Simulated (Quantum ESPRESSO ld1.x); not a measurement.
The run below uses ld1.x (Quantum ESPRESSO 7.5).

```
 &input
    zed=55.0,
    iswitch=1,
    rel=2,
    dft='SLA-PW-RW86-PBC',
    config='[Kr] 4d10 5s2 5p1 6s2',
    rel_dist='energy',
    verbosity='high',
    lsmall=.true.,
    prefix='ld1',
    max_out_wfc=37,
    file_charge='ld1.rho',
 /
```

Command: `OMP_NUM_THREADS=1 ld1.x < ld1.in > ld1.out`

It prints (banner and zero overlaps left out):

```
     Program LD1 v.7.5 starts

     --------------------------- All-electron run ----------------------------

     dirac relativistic calculation

     atomic number is 55.00
     dft =SLA-PW-RW86-PBC   lsd =0 sic =0 latt =0  beta=0.20 tr2=1.0E-14
     Exchange-correlation= SLA-PW-RW86-PBC
                           (   1   4  13   4   0   0   0)
     mesh =2077 r(mesh) =  99.55068 a.u. xmin = -8.00 dx = 0.00800
     1 Ry =  13.60569312 eV, c = 137.03599908

     n l j   nl                  e(Ry)          e(Ha)          e(eV)
     Spin orbit split results
     1 0 0.5 1S 1( 2.00)   -2634.288712331   -1317.144356165 -35841.3238173
     2 0 0.5 2S 1( 2.00)    -416.392023218    -208.196011609  -5665.3020868
     2 1 0.5 2P 1( 2.00)    -391.876715816    -195.938357908  -5331.7543374
     2 1 1.5 2P 1( 4.00)    -365.968364674    -182.984182337  -4979.2532625
     3 0 0.5 3S 1( 2.00)     -89.791028094     -44.895514047  -1221.6691734
     3 1 0.5 3P 1( 2.00)     -79.550285223     -39.775142612  -1082.3367686
     3 1 1.5 3P 1( 4.00)     -74.584808769     -37.292404385  -1014.7780198
     4 0 0.5 4S 1( 2.00)     -20.154226943     -10.077113471   -274.2122269
     4 1 0.5 4P 1( 2.00)     -16.474843701      -8.237421850   -224.1516676
     4 1 1.5 4P 1( 4.00)     -15.462700132      -7.731350066   -210.3807529
     3 2 1.5 3D 1( 4.00)     -56.622340036     -28.311170018   -770.3861824
     3 2 2.5 3D 1( 6.00)     -55.569245675     -27.784622838   -756.0581037
     4 2 1.5 4D 1( 4.00)      -9.472390996      -4.736195498   -128.8784450
     4 2 2.5 4D 1( 6.00)      -9.302495156      -4.651247578   -126.5668944
     5 0 0.5 5S 1( 2.00)      -5.415226532      -2.707613266    -73.6779104
     5 1 0.5 5P 1( 1.00)      -4.370792151      -2.185396075    -59.4676567
     5 1 1.5 5P 1( 0.00)      -4.196673415      -2.098336707    -57.0986506
     6 0 0.5 6S 1( 2.00)      -2.257455411      -1.128727705    -30.7142456
     Averaged results
     1 0     1S 1( 2.00)   -2634.288712331   -1317.144356165 -35841.3238173
     2 0     2S 1( 2.00)    -416.392023218    -208.196011609  -5665.3020868
     2 1     2P 1( 6.00)    -374.604481721    -187.302240861  -5096.7536208
     3 0     3S 1( 2.00)     -89.791028094     -44.895514047  -1221.6691734
     3 1     3P 1( 6.00)     -76.239967587     -38.119983794  -1037.2976027
     4 0     4S 1( 2.00)     -20.154226943     -10.077113471   -274.2122269
     4 1     4P 1( 6.00)     -15.800081322      -7.900040661   -214.9710578
     3 2     3D 1(10.00)     -55.990483419     -27.995241710   -761.7893352
     4 2     4D 1(10.00)      -9.370453492      -4.685226746   -127.4915146
     5 0     5S 1( 2.00)      -5.415226532      -2.707613266    -73.6779104
     5 1     5P 1( 1.00)      -4.254712993      -2.127356497    -57.8883193
     6 0     6S 1( 2.00)      -2.257455411      -1.128727705    -30.7142456

     final scf error:  9.7E-15 reached in  19 iterations

     Etot =  -15573.090251 Ry,   -7786.545125 Ha, -211882.686930 eV

     Ekin =   16587.110344 Ry,    8293.555172 Ha,  225679.133134 eV
     Encl =  -37666.863140 Ry,  -18833.431570 Ha, -512483.780787 eV
     Eh   =    5892.423350 Ry,    2946.211675 Ha,   80170.503847 eV
     Exc  =    -385.760804 Ry,    -192.880402 Ha,   -5248.543124 eV

     normalization and overlap integrals

     s(1S/1S) =  1.000000  <r> =   0.0261  <r2> =    0.0009  r(max) =   0.0168
     LC norm =  0.95876606 + SC norm =  0.04123394 =  1.00000000
     s(2S/2S) =  1.000000  <r> =   0.1116  <r2> =    0.0148  r(max) =   0.0952
     LC norm =  0.99112726 + SC norm =  0.00887274 =  1.00000000
     s(2P/2P) =  1.000000  <r> =   0.0940  <r2> =    0.0109  r(max) =   0.0731
     LC norm =  0.99110089 + SC norm =  0.00889911 =  1.00000000
     s(2P/2P) =  1.000000  <r> =   0.0999  <r2> =    0.0122  r(max) =   0.0780
     LC norm =  0.99158455 + SC norm =  0.00841545 =  1.00000000
     s(3S/3S) =  1.000000  <r> =   0.2984  <r2> =    0.1019  r(max) =   0.2716
     LC norm =  0.99733225 + SC norm =  0.00266775 =  1.00000000
     s(3P/3P) =  1.000000  <r> =   0.2885  <r2> =    0.0967  r(max) =   0.2589
     LC norm =  0.99739410 + SC norm =  0.00260590 =  1.00000000
     s(3P/3P) =  1.000000  <r> =   0.3002  <r2> =    0.1045  r(max) =   0.2695
     LC norm =  0.99752531 + SC norm =  0.00247469 =  1.00000000
     s(4S/4S) =  1.000000  <r> =   0.6935  <r2> =    0.5427  r(max) =   0.6445
     LC norm =  0.99921150 + SC norm =  0.00078850 =  1.00000000
     s(4P/4P) =  1.000000  <r> =   0.7189  <r2> =    0.5878  r(max) =   0.6549
     LC norm =  0.99927480 + SC norm =  0.00072520 =  1.00000000
     s(4P/4P) =  1.000000  <r> =   0.7457  <r2> =    0.6321  r(max) =   0.6816
     LC norm =  0.99931534 + SC norm =  0.00068466 =  1.00000000
     s(3D/3D) =  1.000000  <r> =   0.2713  <r2> =    0.0870  r(max) =   0.2189
     LC norm =  0.99764770 + SC norm =  0.00235230 =  1.00000000
     s(3D/3D) =  1.000000  <r> =   0.2750  <r2> =    0.0893  r(max) =   0.2224
     LC norm =  0.99768631 + SC norm =  0.00231369 =  1.00000000
     s(4D/4D) =  1.000000  <r> =   0.8226  <r2> =    0.7849  r(max) =   0.7151
     LC norm =  0.99945252 + SC norm =  0.00054748 =  1.00000000
     s(4D/4D) =  1.000000  <r> =   0.8322  <r2> =    0.8033  r(max) =   0.7208
     LC norm =  0.99946311 + SC norm =  0.00053689 =  1.00000000
     s(5S/5S) =  1.000000  <r> =   1.6002  <r2> =    2.8584  r(max) =   1.4809
     LC norm =  0.99981028 + SC norm =  0.00018972 =  1.00000000
     s(5P/5P) =  1.000000  <r> =   1.7563  <r2> =    3.4554  r(max) =   1.6043
     LC norm =  0.99984012 + SC norm =  0.00015988 =  1.00000000
     s(5P/5P) =  1.000000  <r> =   1.8140  <r2> =    3.6843  r(max) =   1.6564
     LC norm =  0.99984823 + SC norm =  0.00015177 =  1.00000000
     s(6S/6S) =  1.000000  <r> =   3.2131  <r2> =   11.4460  r(max) =   3.1164
     LC norm =  0.99993611 + SC norm =  0.00006389 =  1.00000000

     LC charge = 50.79274479 + SC charge =  0.20725521 = 51.00000000

     ------------------------ End of All-electron run ------------------------
```

Run on one thread of a shared host, so times are rough (Intel(R) Xeon(R) Processor @ 2.60GHz): 0.65 s of CPU time, 0.72 s wall, 19 iterations on 2077 mesh points.
